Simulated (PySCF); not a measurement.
A compound of formula C36H26 has these computed shifts in ppm, with the number of atoms in brackets (GIAO KT3/pcSseg-1, gas phase, PySCF SCF with an in-house response code, fitting set def2-universal-JFIT, grid level 2, non-relativistic, on the GFN2-xTB geometry; 13C, 1H against isolated TMS).

1H: 8.69 (1), 8.57 (1), 8.56 (1), 8.18 (1), 8.18 (1), 8.14 (1), 7.92 (1), 7.86 (1), 7.75 (1), 7.71 (1), 7.68 (1), 7.63 (1), 7.62 (1), 7.53 (1), 7.51 (1), 7.43 (1), 7.41 (1), 0.99 (9)
13C: 147.3 (1), 132.9 (1), 131.4 (1), 129.7 (1), 126.1 (1), 125.9 (1), 125.4 (1), 125.1 (1), 124.4 (1), 124.3 (1), 124.1 (1), 123.3 (1), 122.8 (1), 122.8 (1), 122.6 (1), 121.5 (1), 120.8 (1), 120.7 (1), 120.5 (1), 120.5 (1), 120.2 (1), 120.2 (1), 119.8 (1), 119.7 (1), 119.7 (1), 118.9 (1), 118.4 (1), 117.7 (1), 117.5 (1), 116.0 (1), 114.8 (1), 114.8 (1), 42.4 (1), 34.4 (3)

Question: Which structure gave them?

Answer: CC(C)(C)c1c2cccc3c4ccccc4cc(c4cc5cccc6cc7ccccc7c(c14)c65)c23. Other isomers were not compared.
